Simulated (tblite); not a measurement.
C₂H₁₀GeSSi.
Cartesian coordinates in Å at the GFN2-xTB level; atoms count from 1:
```xyz
15
C2H10GeSSi angstrom
C     -1.9356    0.0210    0.4512
C     -1.4706    0.7572   -0.7882
S     -0.7633   -0.3627   -2.0555
Ge     1.0274   -1.1496   -0.9956
Si     2.2955    0.4211    0.2288
H     -2.4278    0.7133    1.1326
H     -2.6386   -0.7637    0.1805
H     -1.0902   -0.4353    0.9691
H     -0.7244    1.5151   -0.5471
H     -2.3090    1.2387   -1.2901
H      1.7668   -1.8345   -2.1268
H      0.5728   -2.3538   -0.1701
H      3.0759   -0.2936    1.2347
H      3.1839    1.1521   -0.6718
H      1.4326    1.3826    0.9208
```

Method: GFN2-xTB as coded in tblite; computed harmonic values from a numerical Hessian at the method's own geometry, unscaled. The method is semi-empirical: single wavenumbers can be off by several per cent or more. Modes of hydrogen on germanium and silicon can be 10 to 20 % off. One conformer, not necessarily the lowest. The optimisation stopped once no atom felt more than 0.01 eV/Å.

Lowest wavenumbers of the output (negative numbers stand for imaginary wavenumbers):
```
mode    cm-1
  1     -40.3
  2      43.6
  3      81.3
  4     106.2
  5     158.8
  6     236.4
  7     306.2
  8     321.9
```

Problem. Is this structure a minimum?

Solution. Not by this Hessian. 1 mode is imaginary beyond 20i (40i cm⁻¹), so at this level the point lies at or near a first-order saddle. The curvature is small, so loose convergence or finite differences may be the whole cause.

Problem. Which atoms move in the imaginary mode?

Solution. 40i: H14 (Si–H hydrogen) 34 %, H15 (Si–H hydrogen) 29 %, H13 (Si–H hydrogen) 29 %. These are shares of the mass-weighted motion.

Problem. What is the remedy?

Solution. Step along that mode in both directions, optimise again with tighter thresholds and repeat the frequencies. The zero-point energy of this point (65.4 kcal/mol) counts the 38 real modes alone, and thermal corrections from it aren't those of a minimum.

On one thread, Arm Neoverse N1 (aarch64), shared host, this took 0.84 s of wall time. The figure is for the frequency step alone.
